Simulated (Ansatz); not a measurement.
Stepwise reaction of `[SiH3][SiH2][SiH2][GeH2][SiH2][GeH3]` with hydrogen, as a gas-phase model of exchange steps in deposition or etching. ΔE in kJ/mol.

Calculated with Ansatz (gas phase, PBE0-D4/def2-TZVP geometries, no zero-point term in ΔE). CCSD(T)/CBS is the MP2 limit (def2-TZVPP, def2-QZVPP) plus CCSD(T) − MP2 in def2-TZVPP, frozen cores. This one scheme is used for every species. DFT in def2-TZVPP. B3LYP here is the variant with VWN-RPA as its local correlation; programs differ in this. For Ge outer-core shells are correlated without core-valence functions, which leaves a few kJ/mol of doubt a bond. Scalar relativity is left out up to krypton. One conformer a species, not always the lowest.

```json
{"step": "2", "reaction": "`[SiH3][SiH2][SiH2][GeH3]` + H₂ → `[SiH3][SiH3]` + `[SiH3][GeH3]`", "PBE-D4": "8.9", "B3LYP-D4": "-5.6", "ωB97M-V": "-10.5", "CCSD(T)/CBS": "-3.7"}
```

(1) Give the row of step 1, `[SiH3][SiH2][SiH2][GeH2][SiH2][GeH3]` + H₂ → `[SiH3][SiH2][SiH2][GeH3]` + `[SiH3][GeH3]`. (An estimate is asked.)

(2) By hand: ΔE of the 2 steps together at CCSD(T)/CBS.

Results:

(1) Ansatz gave: 
```csv
step,reaction,PBE-D4,B3LYP-D4,ωB97M-V,CCSD(T)/CBS
1,`[SiH3][SiH2][SiH2][GeH2][SiH2][GeH3]` + H₂ → `[SiH3][SiH2][SiH2][GeH3]` + `[SiH3][GeH3]`,23.1,13.9,9.1,15.6
```

(2) (15.6) + (-3.7) = 11.9 kJ/mol, or 5.9 kJ/mol a step.

In ΔE each step is lower than the one before. PBE-D4 differs from CCSD(T)/CBS by 7.5 to 12.6 kJ/mol a step. Isolated molecules leave out the surface, adducts and barriers. Largest T1 diagnostic: 0.013.
